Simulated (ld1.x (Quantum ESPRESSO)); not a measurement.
**An all-electron radial function and its pseudo partner (iridium (Ir))**

Columns: radius, all-electron u(r) and pseudo u(r) of the 5d shell (level -9.31 eV) of iridium in the configuration [Xe] 4f14 5d7 6s1.75 6p0; LDA (PZ), scalar-relativistic, TM scheme, ld1.x (Quantum ESPRESSO) 7.5.

```json
{"r (bohr)": "0.125", "all-electron": "0.2487", "pseudo": "0.0040"}
{"r (bohr)": "0.250", "all-electron": "-0.1973", "pseudo": "0.0301"}
{"r (bohr)": "0.375", "all-electron": "-0.3890", "pseudo": "0.0939"}
{"r (bohr)": "0.500", "all-electron": "-0.2088", "pseudo": "0.1988"}
{"r (bohr)": "0.625", "all-electron": "0.0943", "pseudo": "0.3351"}
{"r (bohr)": "0.750", "all-electron": "0.3759", "pseudo": "0.4834"}
{"r (bohr)": "0.875", "all-electron": "0.5873", "pseudo": "0.6209"}
{"r (bohr)": "1.000", "all-electron": "0.7249", "pseudo": "0.7290"}
{"r (bohr)": "1.125", "all-electron": "0.8010", "pseudo": "0.7984"}
{"r (bohr)": "1.250", "all-electron": "0.8311", "pseudo": "0.8293"}
{"r (bohr)": "1.375", "all-electron": "0.8292", "pseudo": "0.8287"}
{"r (bohr)": "1.500", "all-electron": "0.8061", "pseudo": "0.8060"}
{"r (bohr)": "1.625", "all-electron": "0.7698", "pseudo": "0.7698"}
{"r (bohr)": "1.750", "all-electron": "0.7260", "pseudo": "0.7260"}
{"r (bohr)": "1.875", "all-electron": "0.6785", "pseudo": "0.6785"}
{"r (bohr)": "2.000", "all-electron": "0.6299", "pseudo": "0.6299"}
{"r (bohr)": "2.125", "all-electron": "0.5820", "pseudo": "0.5820"}
{"r (bohr)": "2.250", "all-electron": "0.5356", "pseudo": "0.5356"}
{"r (bohr)": "2.375", "all-electron": "0.4915", "pseudo": "0.4915"}
{"r (bohr)": "2.500", "all-electron": "0.4501", "pseudo": "0.4501"}
{"r (bohr)": "2.625", "all-electron": "0.4113", "pseudo": "0.4113"}
{"r (bohr)": "2.750", "all-electron": "0.3754", "pseudo": "0.3754"}
{"r (bohr)": "2.875", "all-electron": "0.3422", "pseudo": "0.3422"}
{"r (bohr)": "3.000", "all-electron": "0.3117", "pseudo": "0.3117"}
{"r (bohr)": "3.125", "all-electron": "0.2836", "pseudo": "0.2836"}
{"r (bohr)": "3.250", "all-electron": "0.2578", "pseudo": "0.2578"}
```

Q: How many radial nodes do the two functions have?

A: The all-electron 5d function has n − l − 1 = 2; the pseudo-wave has 0, since the states of the same l below it are removed with the core.

Q: At about which radius was the pseudo-wave matched?

A: 1.65 bohr. The columns agree to 0.0005 from 1.50 bohr on; several derivatives are matched, so the curves merge somewhat inside the radius.

Q: Is the pseudo-wave norm-conserving?

A: Yes: the TM scheme keeps the norm inside the radius equal to the all-electron one, which fixes the energy derivative of the logarithmic derivative at the level.
